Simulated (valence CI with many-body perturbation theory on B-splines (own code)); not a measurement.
Results of a calculation; reference values are marked as such.
**Basis-set convergence for Nb2+**

Level of theory: configuration interaction combined with many-body perturbation theory (CI+MBPT): three valence electrons over a frozen Dirac-Fock core [Kr], radial functions for each j: 7 s, 7 p, 8 d, 6 f, 4 g, 1 h, with the one-electron correlation potential Σ1 (screened to all orders), the two-electron term Σ2, the three-electron term Σ3, Breit, model QED; selected single and double excitations, second order for the rest, scaled by the run's own slope (own B-spline code, finite nucleus).

Set against measurement, 24 paired levels are off by 551 cm⁻¹ on average, the worst by 1058. These come from a selection out of Shadmi, J. Res. Natl. Bur. Stand. 70A, 435 (1966). Levels without a partner in it may be off by more, other configurations by 1,000 to 8,000 cm⁻¹. Only levels of the ground parity were solved; by the run's estimate the other parity begins above the list, which can be wrong where configurations are misplaced.

The reference run has the lowest level 4d³ ⁴F_3/2 and an ionisation energy of 25.0719 eV. Its largest variational space holds 12655 state functions.

Names give the largest LS component (configuration and term), which can be under half, so a name can repeat, a term be missing and a line seem to break the LS rules; names also repeat where a configuration has a term twice.

Changed runs:
A. basis 6 s, 6 p, 5 d, 5 f, 1 g
B. basis 5 s, 5 p, 4 d, 4 f

Excitation energies of the reference run in cm⁻¹, and shifts in cm⁻¹:

| Level | Reference | A | B |
| --- | --- | --- | --- |
| 4d³ ⁴F_5/2 | 511 | -2.7 | -3.6 |
| 4d³ ⁴F_7/2 | 1168 | -4.5 | -4.8 |
| 4d³ ⁴F_9/2 | 1932 | -4.7 | -1.4 |
| 4d³ ⁴P_3/2 | 9211 | +110 | +352 |
| 4d³ ⁴P_1/2 | 9250 | +94 | +318 |
| 4d³ ²G_7/2 | 9447 | +186 | +655 |
| 4d³ ²G_9/2 | 10000 | +188 | +679 |
| 4d³ ⁴P_5/2 | 10163 | +81 | +291 |
| 4d³ ²P_1/2 | 11355 | +186 | +552 |
| 4d³ ²P_3/2 | 11570 | +179 | +510 |
| 4d³ ²H_9/2 | 12959 | +214 | +957 |
| 4d³ ²H_11/2 | 13297 | +218 | +987 |
| Ionisation energy (eV) | 25.0719 | -0.0342 | -0.0482 |
